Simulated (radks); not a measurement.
The bromine anion Br-, [Kr], held by a Watson sphere: a shell of charge +1 at radius R that stands for the Madelung well of a crystal (potential energy -1/R inside, -1/r outside, in hartree with lengths in bohr). All-electron calculation, scalar-relativistic Kohn-Sham, PBEsol, spin-polarised, spherical densities, finite nucleus; Fermi nuclear charge, rms radius of each element as measured or else 0.836 A^(1/3) + 0.57 fm. Program: a radial shooting solver on a logarithmic mesh with Libxc functionals. Response by self-consistent Sternheimer equations with the Hartree and adiabatic LDA kernel, the relativistic mass of each level held fixed and spin-orbit coupling left out. The sphere does not respond.

| R (bohr) | e(3d) (eV) | e(4s) (eV) | e(4p) (eV) | <r> 4p (bohr) | sum of <r^2> (bohr^2) | X-ray form factor at sin(theta)/lambda = 0.3 1/angstrom | alpha (bohr^3) |
|---|---|---|---|---|---|---|---|
| 2.42 | -65.365 | -19.981 | -8.100 | 2.146 | 46.77 | 23.786 | 25.67 |
| 2.74 | -65.067 | -19.463 | -7.678 | 2.182 | 48.03 | 23.786 | 28.31 |
| 3.47 | -64.346 | -18.426 | -6.716 | 2.241 | 50.32 | 23.799 | 34.65 |
| 4.6 | -63.248 | -17.158 | -5.449 | 2.291 | 52.47 | 23.809 | 43.70 |
| 4.69 | -63.168 | -17.072 | -5.362 | 2.293 | 52.59 | 23.809 | 44.33 |
| 4.77 | -63.098 | -16.997 | -5.286 | 2.295 | 52.69 | 23.809 | 44.88 |
| 4.78 | -63.090 | -16.988 | -5.277 | 2.295 | 52.70 | 23.809 | 44.95 |
| 5.19 | -62.751 | -16.631 | -4.916 | 2.304 | 53.14 | 23.810 | 47.59 |
